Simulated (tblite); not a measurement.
A geometry optimisation, step by step.

Species: C3H14GeO2Si2.
Atom-mapped SMILES: `[CH3:1][O:2][SiH2:3][O:4][SiH2:5][C@H:6]([CH3:7])[GeH3:8]` (hydrogens: H9, H10, H11 on C1; H12, H13 on Si3; H14, H15 on Si5; H16 on C6; H17, H18, H19 on C7; H20, H21, H22 on Ge8)

Computed with GFN2-xTB (tblite), gas phase: L-BFGS steps from a force-field or distance-geometry start until the largest atomic force falls under 0.01 eV/Å. 7 of its 182 geometries are shown.

Step 0: E = -739.7707 eV, largest atomic force 2.914 eV/Å
```
atom  x, y, z in Å  |  force x, y, z in eV/Å
C1      3.011   -0.900    0.370   -0.102  -0.242   0.830
O2      2.912    0.463    0.000   -0.995  -0.621  -2.191
Si3     2.189    0.568   -1.551   -0.493  -0.097   0.658
O4      0.595   -0.095   -1.530    1.093   2.339   1.352
Si5    -0.370    0.966   -0.572    0.653  -0.704  -0.886
C6     -1.957    0.092   -0.097   -0.247   0.010  -0.148
C7     -2.857    1.023    0.704   -0.351   0.132   0.156
Ge8    -1.496   -1.482    0.961    0.213  -0.543   0.065
H9      1.998   -1.359    0.473    0.608   0.208  -0.230
H10     3.626   -1.475   -0.341   -0.320   0.165   0.196
H11     3.489   -0.967    1.362   -0.079   0.204  -0.301
H12     2.989   -0.168   -2.533   -0.343  -0.169   0.218
H13     2.129    1.982   -1.968    0.037  -0.459   0.476
H14    -0.693    2.163   -1.374    0.124  -0.154   0.014
H15     0.323    1.377    0.658   -0.037  -0.048  -0.110
H16    -2.480   -0.229   -1.005    0.037   0.036   0.154
H17    -3.795    0.494    0.981    0.498   0.379  -0.089
H18    -2.354    1.347    1.640   -0.332  -0.139  -0.617
H19    -3.126    1.915    0.108    0.139  -0.382   0.400
H20    -2.798   -2.222    1.369    0.538   0.170  -0.034
H21    -0.613   -2.424    0.116   -0.344   0.201   0.475
H22    -0.730   -1.050    2.230   -0.298  -0.287  -0.388
```

Step 30: E = -740.7073 eV, largest atomic force 0.168 eV/Å
```
atom  x, y, z in Å  |  force x, y, z in eV/Å
C1      3.078   -0.962    0.448    0.043   0.055  -0.042
O2      3.135    0.147   -0.410   -0.026  -0.086   0.026
Si3     2.244    0.550   -1.695   -0.005  -0.075   0.001
O4      0.652    0.388   -1.370    0.062   0.030  -0.018
Si5    -0.442    1.194   -0.495    0.017   0.013  -0.025
C6     -1.932    0.088   -0.116    0.084   0.017  -0.024
C7     -2.914    0.951    0.669    0.010  -0.088  -0.046
Ge8    -1.450   -1.526    0.919   -0.001   0.078  -0.062
H9      2.047   -1.293    0.617    0.055   0.051  -0.067
H10     3.661   -1.790    0.027   -0.095   0.074   0.049
H11     3.518   -0.663    1.404   -0.015  -0.039  -0.058
H12     2.380   -0.314   -2.864   -0.017  -0.020   0.071
H13     2.647    1.936   -1.850   -0.034  -0.054   0.019
H14    -0.883    2.342   -1.294    0.035   0.020  -0.008
H15     0.164    1.650    0.762   -0.021  -0.002   0.002
H16    -2.405   -0.252   -1.042    0.047   0.062   0.023
H17    -3.817    0.394    0.923   -0.002   0.006   0.066
H18    -2.436    1.291    1.589   -0.165   0.014  -0.026
H19    -3.205    1.826    0.087    0.010  -0.029   0.075
H20    -2.709   -2.232    1.343    0.014  -0.040   0.022
H21    -0.623   -2.526    0.164   -0.009   0.046   0.035
H22    -0.719   -1.181    2.184    0.014  -0.034  -0.014
```

Step 60: E = -740.7609 eV, largest atomic force 0.076 eV/Å
```
atom  x, y, z in Å  |  force x, y, z in eV/Å
C1      3.032   -0.972    0.458    0.006  -0.001  -0.004
O2      3.195    0.037   -0.497   -0.007  -0.011   0.001
Si3     2.216    0.444   -1.715    0.026   0.015  -0.036
O4      0.676    0.521   -1.204   -0.010  -0.008  -0.053
Si5    -0.423    1.371   -0.380   -0.013  -0.008   0.015
C6     -1.872    0.181   -0.095   -0.062   0.011   0.002
C7     -3.007    0.870    0.656    0.001   0.023   0.002
Ge8    -1.319   -1.458    0.861    0.004  -0.006   0.025
H9      1.973   -1.166    0.657    0.016   0.020   0.010
H10     3.503   -1.893    0.107   -0.008  -0.014   0.014
H11     3.519   -0.646    1.378    0.005  -0.020   0.020
H12     2.100   -0.550   -2.776    0.027  -0.017   0.002
H13     2.761    1.745   -2.055   -0.021  -0.021   0.005
H14    -0.813    2.503   -1.224   -0.024   0.019   0.023
H15     0.151    1.828    0.888   -0.016   0.012   0.024
H16    -2.241   -0.139   -1.073   -0.022  -0.008  -0.009
H17    -3.850    0.194    0.819    0.072   0.020  -0.012
H18    -2.658    1.216    1.629   -0.035  -0.007  -0.004
H19    -3.369    1.736    0.103    0.010  -0.003   0.010
H20    -2.546   -2.240    1.264    0.045   0.000  -0.017
H21    -0.458   -2.384    0.059    0.009  -0.006  -0.022
H22    -0.579   -1.178    2.138   -0.005   0.013   0.004
```

Step 90: E = -740.7740 eV, largest atomic force 0.019 eV/Å
```
atom  x, y, z in Å  |  force x, y, z in eV/Å
C1      2.989   -0.974    0.504    0.004  -0.005   0.006
O2      3.131    0.016   -0.471   -0.001  -0.007  -0.004
Si3     2.187    0.388   -1.728   -0.014   0.005   0.001
O4      0.643    0.635   -1.284   -0.002  -0.003  -0.006
Si5    -0.440    1.414   -0.372   -0.001   0.000  -0.004
C6     -1.879    0.204   -0.110    0.007  -0.003   0.004
C7     -3.022    0.858    0.657    0.008  -0.007   0.001
Ge8    -1.237   -1.425    0.812    0.001   0.005  -0.018
H9      1.943   -1.084    0.810    0.001   0.012   0.000
H10     3.349   -1.934    0.126   -0.015  -0.006  -0.008
H11     3.589   -0.686    1.369    0.002   0.011   0.008
H12     2.031   -0.682   -2.709    0.009   0.004   0.012
H13     2.820    1.624   -2.145   -0.004  -0.003  -0.004
H14    -0.868    2.596   -1.121    0.002   0.012  -0.006
H15     0.156    1.788    0.915    0.002   0.014   0.004
H16    -2.249   -0.109   -1.091    0.007  -0.007   0.011
H17    -3.855    0.165    0.789    0.005  -0.002   0.008
H18    -2.690    1.176    1.645    0.008  -0.005  -0.002
H19    -3.390    1.737    0.130    0.007  -0.005   0.002
H20    -2.388   -2.319    1.195   -0.009  -0.001  -0.008
H21    -0.307   -2.255   -0.020   -0.008  -0.003   0.013
H22    -0.522   -1.115    2.098   -0.008  -0.005  -0.007
```

Step 121: E = -740.7805 eV, largest atomic force 0.033 eV/Å
```
atom  x, y, z in Å  |  force x, y, z in eV/Å
C1      2.908   -0.920    0.561   -0.009   0.007   0.001
O2      3.109   -0.009   -0.477    0.001  -0.005  -0.002
Si3     2.176    0.343   -1.748   -0.005   0.015  -0.003
O4      0.666    0.764   -1.326    0.004  -0.003  -0.004
Si5    -0.437    1.471   -0.381    0.012   0.011  -0.003
C6     -1.835    0.213   -0.117    0.003   0.009  -0.010
C7     -2.973    0.820    0.697    0.005   0.000   0.003
Ge8    -1.185   -1.444    0.739   -0.018  -0.023   0.016
H9      1.905   -0.810    0.987    0.004  -0.003   0.009
H10     3.026   -1.946    0.201    0.002   0.010   0.011
H11     3.653   -0.721    1.333   -0.005  -0.008   0.005
H12     1.936   -0.795   -2.631    0.001   0.006  -0.009
H13     2.897    1.491   -2.264   -0.011  -0.011  -0.007
H14    -0.923    2.643   -1.114    0.017  -0.005   0.008
H15     0.164    1.849    0.903   -0.004   0.002  -0.006
H16    -2.222   -0.074   -1.099   -0.003  -0.001  -0.014
H17    -3.782    0.101    0.838   -0.006   0.010  -0.001
H18    -2.619    1.123    1.682    0.001  -0.001   0.006
H19    -3.377    1.701    0.202   -0.004  -0.010   0.005
H20    -2.347   -2.366    1.008    0.014  -0.009   0.000
H21    -0.197   -2.222   -0.076   -0.003   0.005  -0.003
H22    -0.555   -1.192    2.079    0.006   0.000   0.001
```

Step 151: E = -740.7834 eV, largest atomic force 0.024 eV/Å
```
atom  x, y, z in Å  |  force x, y, z in eV/Å
C1      2.804   -0.853    0.637   -0.004  -0.008   0.008
O2      3.069   -0.127   -0.524    0.000   0.011  -0.007
Si3     2.119    0.252   -1.774    0.004   0.018  -0.015
O4      0.723    0.947   -1.325    0.009   0.001  -0.004
Si5    -0.417    1.538   -0.349    0.002   0.001   0.015
C6     -1.780    0.232   -0.128   -0.020   0.006  -0.002
C7     -2.929    0.774    0.717   -0.004  -0.006   0.002
Ge8    -1.092   -1.452    0.644    0.003   0.003  -0.013
H9      1.892   -0.489    1.123    0.018  -0.009  -0.004
H10     2.681   -1.916    0.413    0.005   0.013   0.004
H11     3.651   -0.726    1.315   -0.019   0.003  -0.004
H12     1.692   -0.906   -2.556    0.003   0.004   0.018
H13     2.938    1.257   -2.424    0.002  -0.023  -0.003
H14    -0.934    2.718   -1.043   -0.005   0.006   0.005
H15     0.167    1.880    0.954    0.011   0.005   0.003
H16    -2.164   -0.017   -1.122   -0.009  -0.009  -0.003
H17    -3.723    0.034    0.826    0.006   0.003  -0.010
H18    -2.580    1.036    1.716    0.005   0.005  -0.015
H19    -3.354    1.669    0.265    0.007  -0.010   0.014
H20    -2.217   -2.440    0.817    0.004   0.003   0.010
H21    -0.053   -2.128   -0.197   -0.008  -0.010   0.001
H22    -0.503   -1.262    2.013   -0.009  -0.007  -0.002
```

Step 181: E = -740.7874 eV, largest atomic force 0.009 eV/Å
```
atom  x, y, z in Å  |  force x, y, z in eV/Å
C1      2.781   -0.817    0.661   -0.002   0.003  -0.002
O2      3.046   -0.163   -0.542    0.003  -0.003  -0.004
Si3     2.068    0.218   -1.770   -0.001   0.002  -0.002
O4      0.778    1.086   -1.303    0.001  -0.007   0.000
Si5    -0.396    1.575   -0.311    0.004  -0.001  -0.002
C6     -1.742    0.241   -0.151    0.002   0.001   0.000
C7     -2.904    0.747    0.700   -0.003   0.000  -0.002
Ge8    -1.062   -1.458    0.596   -0.001  -0.001   0.000
H9      1.875   -0.418    1.130    0.005   0.001   0.007
H10     2.647   -1.890    0.498    0.002   0.006  -0.005
H11     3.631   -0.660    1.327    0.002   0.004   0.001
H12     1.508   -0.953   -2.444    0.001  -0.002   0.000
H13     2.931    1.097   -2.534   -0.004  -0.005   0.003
H14    -0.936    2.772   -0.957   -0.003   0.003   0.002
H15     0.173    1.867    1.010    0.004   0.000   0.005
H16    -2.115    0.015   -1.155    0.002   0.002   0.002
H17    -3.693   -0.003    0.775   -0.007  -0.002   0.001
H18    -2.565    0.980    1.708    0.000   0.000   0.000
H19    -3.333    1.653    0.274    0.000   0.004  -0.004
H20    -2.200   -2.427    0.784   -0.008  -0.004  -0.002
H21    -0.047   -2.155   -0.257    0.003   0.001  -0.004
H22    -0.457   -1.286    1.960   -0.001  -0.002   0.006
```

Task: Summarise the path.

Result: The energy falls by 98.10 kJ/mol from step 0 to step 181; nine tenths of that is first reached at step 25. It falls at every step. The largest force goes from 2.914 to 0.009 eV/Å. Among the bonds O4–Si5 changes most, from 1.725 to 1.614 Å; the atoms move by 0.813 Å rms after alignment.

Task: Follow the three bonds and two angles with the largest change from start to end.

Result: 
```
step  E above end (kJ/mol)  largest force (eV/Å)  O4–Si5 (Å)  Si3–O4 (Å)  O2–Si3 (Å)  Si3–O4–Si5 (°)  C1–O2–Si3 (°)
   0                 98.10                 2.914       1.725       1.727       1.715           106.7          109.0
   8                 33.19                 0.442       1.623       1.639       1.621           121.3          119.1
  16                 16.26                 0.216       1.617       1.631       1.615           125.9          125.8
  24                 10.31                 0.151       1.614       1.630       1.614           133.4          129.3
  31                  7.42                 0.185       1.616       1.630       1.614           136.7          132.1
  39                  5.55                 0.094       1.619       1.630       1.613           140.4          131.9
  47                  3.99                 0.093       1.623       1.631       1.616           141.0          129.1
  55                  3.07                 0.118       1.620       1.628       1.616           144.0          128.7
  63                  2.31                 0.058       1.616       1.625       1.615           146.8          128.9
  71                  1.87                 0.047       1.615       1.624       1.615           149.8          129.2
  79                  1.53                 0.049       1.616       1.624       1.615           149.7          129.8
  87                  1.33                 0.019       1.617       1.625       1.615           149.4          130.2
  94                  1.22                 0.060       1.616       1.624       1.615           150.7          130.7
 102                  1.02                 0.029       1.617       1.625       1.614           149.7          130.9
 110                  0.91                 0.035       1.616       1.625       1.615           150.6          130.9
 118                  0.70                 0.050       1.616       1.625       1.615           153.5          130.1
 126                  0.61                 0.017       1.614       1.623       1.615           155.0          130.1
 134                  0.56                 0.017       1.614       1.623       1.615           156.1          130.2
 142                  0.50                 0.034       1.613       1.623       1.614           157.7          130.8
 150                  0.40                 0.026       1.613       1.623       1.615           158.7          131.0
 157                  0.30                 0.025       1.613       1.622       1.615           158.3          131.0
 165                  0.15                 0.022       1.614       1.624       1.615           157.5          130.7
 173                  0.04                 0.025       1.614       1.623       1.615           157.0          130.6
 181                  0.00                 0.009       1.614       1.623       1.615           156.6          130.7
```

The cost below is that of the whole relaxation. Time: 3.2 s of wall time. Hardware: one thread of an Arm Neoverse N1 (shared host).
